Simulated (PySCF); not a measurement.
**Structure and largest two-photon cross section among the few lowest singlets (linear parallel light, single beam, Lorentzian half width 0.1 eV, states within 0.08 eV summed)**

Computed with TDDFT CAM-B3LYP/aug-cc-pVDZ excited states, vertical, gas phase (PySCF). Geometry: PBE0-D3(BJ)/def2-SVP.

Each molecule in one low-energy conformer.

Q: How does the largest two-photon cross section among the few lowest singlets (linear parallel light, single beam, Lorentzian half width 0.1 eV, states within 0.08 eV summed) change along this series?
- COC(=O)c1cccs1 (H on C replaced by COOCH3)
- OB(O)c1cccs1 (H on C replaced by B(OH)2)
- CSc1cccs1 (H on C replaced by SCH3)
- c1ccc(-c2cccs2)nc1 (H on C replaced by 2-pyridyl)

A: 
```
          molecule  S1 (eV)  f(S1)  largest σ (GM)  at photon λ (nm)
    COC(=O)c1cccs1     5.05  0.233             1.2               491
      OB(O)c1cccs1     5.33  0.180             1.7               380
         CSc1cccs1     4.79  0.000             3.6               428
c1ccc(-c2cccs2)nc1     4.39  0.449             1.6               565
```
The largest two-photon cross section among the few lowest singlets (linear parallel light, single beam, Lorentzian half width 0.1 eV, states within 0.08 eV summed) is lowest for COC(=O)c1cccs1 and highest for CSc1cccs1.
